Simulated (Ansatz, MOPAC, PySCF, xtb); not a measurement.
Noncovalent pair: NH3 (SMILES N) (first 4 atoms) with CHN (SMILES C#N); geometry from B3LYP-D3(BJ)/def2-TZVP, rigid monomers moved along the line of their centres of mass till N1···H7 is 1.86 Å.
(charge 0, multiplicity 1):
```xyz
7

N     -0.31428     0.02624     0.01269
H     -1.18800     0.43655    -0.29924
H      0.43631     0.58911    -0.37308
H     -0.24709    -0.89373    -0.40943
C     -0.16635    -0.10805     2.95722
N     -0.11029    -0.15890     4.10240
H     -0.21981    -0.05970     1.87326
```

Counterpoise-corrected where a basis set is named; no monomer relaxation. Rows marked so take none.

Frozen-core correlation. CBS(a, b) extrapolates the correlation energy as X⁻³ and adds the Hartree–Fock energy of set b. Rows in 3-21G carry no dispersion term and start afresh at each structure. The state that PM6, PM7 reach isn't checked; PM7 holds dispersion and hydrogen-bond terms.

The values were computed with Ansatz (Gaussian orbitals); MOPAC for PM6, PM7 (differences of heats of formation); PySCF for 3-21G rows; xtb for the GFN methods. 

```
level                                                     interaction energy (kcal/mol)
--------------------------------------------------------  -----------------------------
PM6                                                                               -2.66
PM7                                                                               -2.86
GFN1-xTB                                                                          -2.37
GFN2-xTB                                                                          -4.56
HF/aug-cc-pVTZ                                                                    -3.90
B3LYP/3-21G (no counterpoise)                                                    -15.94
PBE0/def2-TZVPPD                                                                  -6.30
SCS-MP2/aug-cc-pVDZ                                                                   ?
MP2/CBS(aug-cc-pVDZ, aug-cc-pVTZ) + ΔCCSD(T)/aug-cc-pVDZ                              ?
```

**Question.** Complete the blanks.

**Answer.** 
- SCS-MP2/aug-cc-pVDZ, interaction energy (kcal/mol): -3.69
- MP2/CBS(aug-cc-pVDZ, aug-cc-pVTZ) + ΔCCSD(T)/aug-cc-pVDZ, interaction energy (kcal/mol): -5.30

Ansatz is a quantum-chemistry and plane-wave program.
